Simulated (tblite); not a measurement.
C₅H₉F₃N₂.
Cartesian coordinates in Å at the GFN2-xTB level; atoms count from 1:
```xyz
19
C5H9F3N2 angstrom
C     -1.8001    0.4292    0.4312
C     -0.5814   -0.4224    0.0827
C     -0.6754   -0.9539   -1.3536
C      0.7288    0.3113    0.2651
N      1.8526   -0.1844    0.6050
N      2.0670   -1.4710    0.8166
C      0.7854    1.7899   -0.0129
F      0.2008    2.1239   -1.1803
F      2.0352    2.2564   -0.0738
F      0.1591    2.5260    0.9297
H     -1.9115    1.2596   -0.2605
H     -1.7202    0.8256    1.4408
H     -2.6975   -0.1828    0.3715
H     -0.5673   -1.2825    0.7673
H     -1.5702   -1.5619   -1.4669
H      0.1941   -1.5610   -1.5981
H     -0.7272   -0.1267   -2.0568
H      1.2960   -2.1155    0.9661
H      2.9217   -1.6504    1.3193
```

Computed with GFN2-xTB (tblite): harmonic, unscaled wavenumbers at the GFN2-xTB geometry, gas phase. Errors from tens to a few hundred cm⁻¹ against measured bands are possible. One conformer, not necessarily the lowest.

Harmonic wavenumbers (cm⁻¹): 48.1, 65.9, 149.2, 172.1, 195.2, 221.4, 244.6, 266.1, 293.2, 353.7, 377.4, 398.4, 448.0, 472.9, 488.1, 534.8, 550.2, 617.4, 648.5, 715.4, 927.8, 952.0, 989.5, 995.2, 1018.9, 1063.9, 1122.6, 1137.0, 1145.0, 1195.7, 1234.6, 1271.8, 1292.6, 1340.1, 1408.6, 1425.4, 1461.9, 1490.7, 1495.3, 1503.3, 1509.7, 1699.7, 2882.1, 3029.5, 3033.1, 3034.8, 3043.2, 3051.9, 3058.1, 3304.6, 3469.7.

A = 1511, B = 1244, C = 887.5 MHz; mass 154.072 u (most abundant isotopes); point group C1, symmetry number 1.

**Question.** Zero-point energy?

**Answer.** ½Σν̃ = 31424 cm⁻¹ = 375.92 kJ/mol.

**Question.** Give the ideal-gas entropy at 200 K and 1 bar in the rigid-rotor, harmonic-oscillator model (classical rotation).

**Answer.** Translation 163.38, rotation 119.06, vibration 84.41: S = 366.8 J/(mol K).

**Question.** And Cp and H(200 K) − H(0)?

**Answer.** Cp = 134.71 J/(mol K), of which vibrations give 101.45 (their classical limit is 51 R = 424.0); H(200 K) − H(0) = 16.32 kJ/mol without the zero-point energy, 9.67 from vibrations.

**Question.** Which modes carry the vibrational entropy at 200 K?

**Answer.** 48.1 cm⁻¹: 17.18; 65.9 cm⁻¹: 14.60; 149.2 cm⁻¹: 8.11; 172.1 cm⁻¹: 7.05; 195.2 cm⁻¹: 6.14; 221.4 cm⁻¹: 5.27 J/(mol K); the other 45 give 26.05 together.

**Question.** Blend soft modes into free rotors: weight 1/[1 + (100 cm⁻¹/ν̃)⁴] for the oscillator and the rest for a rotor with moment μB/(μ + B), μ = h/(8π²ν), B = 10⁻⁴⁴ kg m². What vibrational entropy results?

**Answer.** 79.11 J/(mol K) in place of 84.41, which changes −T·S at 200 K by +1.06 kJ/mol.

**Question.** What must be added to the electronic energy to get the Gibbs energy at 200 K and 1 bar?

**Answer.** ZPE + [H(200 K) − H(0)] − T·S = 375.92 + 16.32 − 73.37 = 318.87 kJ/mol.

Hindered rotation and anharmonicity are outside this model. Other conformers, if any are populated, would add a mixing term that is left out. The structure is chiral; the term R ln 2 for an equal mix with its mirror image is left out.
